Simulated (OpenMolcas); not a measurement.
# Ionisation energies of manganese

```
Program             : OpenMolcas
Basis               : ANO-R2 [7s4p4d2f1g]
Scalar Hamiltonian  : X2C, finite nucleus
Spin-orbit coupling : RASSI with atomic mean-field integrals over the reference wave functions, term energies averaged over their components
```

Active shells in each charge state: the valence d shell, with orbitals averaged over the low states. Where CASPT2's correlated closed shells are named, they are those of the first ion.

A. CASSCF
B. SS-CASPT2, IPEA 0.25 Eh, imaginary shift 0.1 Eh (closed shells correlated: 3s 3p)
C. SS-CASPT2, IPEA 0.25 Eh, imaginary shift 0.1 Eh (closed shells correlated: 2s 2p 3s 3p)
D. SS-CASPT2, IPEA 0 Eh, imaginary shift 0.1 Eh (closed shells correlated: 3s 3p)
E. SS-CASPT2, IPEA 0.25 Eh, imaginary shift 0.1 Eh (closed shells correlated: none)

Energies in eV between the lowest computed levels, named as in B; reference values from the NIST Atomic Spectra Database with their kind.

```csv
From,To,A,B,C,D,E,Spin-orbit share in B,Reference
Mn2+ 3d5 6S 5/2,Mn3+ 3d4 5D0,32.479,33.887,33.899,33.991,33.429,-0.069,33.668 (measured)
Mn3+ 3d4 5D0,Mn4+ 3d3 4F 3/2,50.274,51.413,51.431,51.460,50.951,-0.035,51.210 (semi-empirical)
Mn4+ 3d3 4F 3/2,Mn5+ 3d2 3F2,71.550,72.500,72.519,72.566,71.944,-0.013,72.410 (semi-empirical)
Mn5+ 3d2 3F2,Mn6+ 3d 2D 3/2,94.797,95.517,95.531,95.567,94.942,+0.020,95.604 (measured)
Mn6+ 3d 2D 3/2,Mn7+ 3p6 1S0,118.198,118.884,118.871,118.934,118.198,+0.098,119.203 (measured)
```

Error against the reference values, in %:

| From | Reference | A | B | C | D | E |
| --- | --- | --- | --- | --- | --- | --- |
| Mn2+ | measured | -3.5 | +0.7 | +0.7 | +1.0 | -0.7 |
| Mn3+ | semi-empirical | -1.8 | +0.4 | +0.4 | +0.5 | -0.5 |
| Mn4+ | semi-empirical | -1.2 | +0.1 | +0.2 | +0.2 | -0.6 |
| Mn5+ | measured | -0.8 | -0.1 | -0.1 | 0 | -0.7 |
| Mn6+ | measured | -0.8 | -0.3 | -0.3 | -0.2 | -0.8 |

Mean absolute error over the 3 measured values: A 1.00 eV, B 0.21 eV, C 0.21 eV, D 0.21 eV, E 0.64 eV.

The lowest level within the active space need not be the ion's true ground level.
